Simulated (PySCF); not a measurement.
**Broadened absorption spectrum of CH6O2SSi**

CH6O2SSi.
SMILES: `C[Si](O)(O)S`

Computed with TDDFT CAM-B3LYP/def2-SVPD, vertical, gas phase, core orbitals frozen in the response in PySCF. Geometry: GFN2-xTB, one conformer, isolated molecule. Torsions of this conformer, `[CH3:1][Si:2]([OH:3])([OH:4])[SH:5]`: H–O3–Si2–C1 -160°, H–O4–Si2–C1 -75°, H–S5–Si2–C1 -63°.

Computed states:

```json
{"state": "S1", "E (eV)": "6.04", "f": "0.022"}
{"state": "S2", "E (eV)": "6.78", "f": "0.057"}
{"state": "S3", "E (eV)": "7.27", "f": "0.029"}
{"state": "S4", "E (eV)": "7.27", "f": "0.031"}
{"state": "S5", "E (eV)": "7.50", "f": "0.0075"}
{"state": "S6", "E (eV)": "7.94", "f": "0.0050"}
{"state": "S7", "E (eV)": "8.03", "f": "0.072"}
```

Each state is given a Gaussian of 0.3 eV full width at half maximum, with ε(max) = 2.175×10⁸ f / Δν̃ (Δν̃ the width in cm⁻¹). The cross-section is σ = 3.8235×10⁻²¹ ε cm², given in Mb (10⁻¹⁸ cm²). The width is an assumption, not a result. The curve ends short of the highest state used, and states not computed would add to its high-energy end.

Task: Give the broadened spectrum and its maxima.

Result: 
E (eV), σ (Mb) and a bar:
```
     5.59       0.01 
     5.66       0.08 
     5.72       0.29 
     5.78       0.87 #
     5.85       2.33 ###
     5.91       4.27 ######
     5.97       6.28 #########
     6.04       7.44 ###########
     6.10       6.77 ##########
     6.16       4.93 #######
     6.23       2.57 ####
     6.29       1.17 ##
     6.35       0.48 #
     6.42       0.43 #
     6.48       1.16 ##
     6.54       3.14 #####
     6.61       7.74 ###########
     6.67      13.20 ###################
     6.73      18.03 ##########################
     6.80      19.63 ############################
     6.86      16.68 ########################
     6.92      11.68 #################
     6.99       7.21 ##########
     7.05       6.88 ##########
     7.11      10.12 ###############
     7.18      16.27 ########################
     7.24      20.33 #############################
     7.30      20.74 ##############################
     7.37      16.64 ########################
     7.43      11.57 #################
```

Maxima: 205 nm (6.04 eV), ε about 1900, made up of S1 (100%); 183 nm (6.78 eV), ε about 5200, made up of S2 (100%); 170 nm (7.28 eV), ε about 5500, made up of S3 (46%) and S4 (51%) (ε in L mol⁻¹ cm⁻¹; maxima over ε = 5, shares over 10%).

Task: What would ε be at 7.28 eV, the highest of these maxima, with half the width (0.15 eV)?

Result: About 10600 L mol⁻¹ cm⁻¹ against 5510, a factor of about 1.9; a lone state at its own centre would give exactly 2.

Task: Coming from long wavelengths, where does ε first pass 100 L mol⁻¹ cm⁻¹?

Result: At about 216 nm (5.73 eV), 0.31 eV below S1.

Task: On this curve, what absorbance would a 10⁻³ mol/L sample give at 193 nm over a 1 cm path?

Result: 193 nm is 6.424 eV, where ε is about 120 L mol⁻¹ cm⁻¹, so A = ε c l ≈ 0.12 (Beer–Lambert, with the gas-phase spectrum and the assumed width).
